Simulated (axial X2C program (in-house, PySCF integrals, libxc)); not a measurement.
## Which molecule has these constants?

All values come from calculations with an in-house relativistic program for diatomic molecules, spin-free (one-electron X2C) or two-component (2c: spin–orbit coupling with atomic mean-field Coulomb and Gaunt terms, which also bring small scalar terms), in Dyall basis sets with cores contracted in-house; open shells are unrestricted.

A two-component CCSD(T) calculation in a Dyall 3-zeta basis gave Re = 2.443 Å, ωe = 347.7 cm⁻¹, De = 1.36 eV, Ω = 1/2.

Question: Which molecule is it?
A. NaAu⁻
B. LiAu⁻
C. AuH⁻

Answer: B. The others have NaAu⁻ 2.806 Å and 169.4 cm⁻¹ (Ω = 1/2); AuH⁻ 1.628 Å and 1743.1 cm⁻¹ (Ω = 1/2).

Frozen shells (counts by l): LiAu⁻ Au 5s4p2d1f, Li 1s, 13 electrons correlated; NaAu⁻ Au 5s4p2d1f, Na 2s1p, 13 electrons correlated; AuH⁻ Au 5s4p2d1f, H none, 13 electrons correlated. Coupled cluster in natural virtuals with an MP2 remainder. Where the outer core of a metal is frozen, bonds come out longer and ionisation energies lower.

Each entry is the lowest single determinant of a limited PBE0 search at one distance. De goes to single-determinant-based atoms at the same level (for ions the charge split of lowest energy) and is withheld (n/a) where an atom does not fit its ground term or J level. Main or longest-lived isotopes.
